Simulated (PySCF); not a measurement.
Magnetic susceptibility: `CC(=O)C1=C[C@@H](C)OC1`, C₇H₁₀O₂

Cartesian coordinates in Å; atom numbers follow the order of the lines, from 1:
```xyz
19

C     2.774    0.667   -0.189
C     1.997   -0.601    0.062
O     2.519   -1.692    0.091
C     0.548   -0.437    0.266
C    -0.199    0.668    0.253
C    -1.639    0.314    0.462
C    -2.488    0.651   -0.770
O    -1.641   -1.083    0.729
C    -0.346   -1.620    0.524
H     3.829    0.432   -0.298
H     2.413    1.145   -1.097
H     2.636    1.357    0.640
H     0.112    1.682    0.090
H    -2.062    0.831    1.337
H    -2.528    1.728   -0.913
H    -3.495    0.271   -0.628
H    -2.060    0.186   -1.655
H    -0.342   -2.313   -0.329
H    -0.038   -2.177    1.416
```

Theory: PySCF, GIAO B97-2/pcSseg-1 magnetisability, rotational g tensor and spin-rotation constants, non-relativistic, gas phase. Geometry: GFN2-xTB.

(1) How diamagnetic is it, and how anisotropic?

(2) Split it along the inertial axes a, b, c into diamagnetic and paramagnetic parts about the centre of mass, with the quadrupole moment.

(3) And the rotational g tensor?

Results:

(1) Isotropic -1170 × 10⁻³⁰ J/T², or -70.4 × 10⁻⁶ cm³/mol; principal values -1366, -1124, -1020 × 10⁻³⁰ J/T², anisotropy 308 × 10⁻³⁰ J/T² (root of half the summed squared differences of the principal values). The susceptibility is in cgs units.

(2) 
```tsv
axis	χ (10⁻⁶ cm³/mol)	diamagnetic (10⁻⁶ cm³/mol)	paramagnetic (10⁻⁶ cm³/mol)	summed x² of all electrons (Å²)	quadrupole Θ (D Å)
a	-66.5	-479.8	413.2	267.2	-6.25
b	-63.9	-1246.1	1182.3	86.5	+3.28
c	-80.9	-1500.5	1419.6	26.6	+2.97
```
Anisotropies 2χaa − χbb − χcc = +11.7 and 2χbb − χaa − χcc = +19.7 × 10⁻⁶ cm³/mol. Θ is traceless in Buckingham's convention.

(3) 
```csv
axis,rotational constant (GHz),g,nuclear part,electronic part
a,3.4288,-0.0449,0.6207,-0.6656
b,1.0594,-0.0180,0.5704,-0.5884
c,0.8705,-0.0077,0.5728,-0.5806
```
Asymmetric top; isotopes 12C, 1H, 16O; no vibrational averaging.
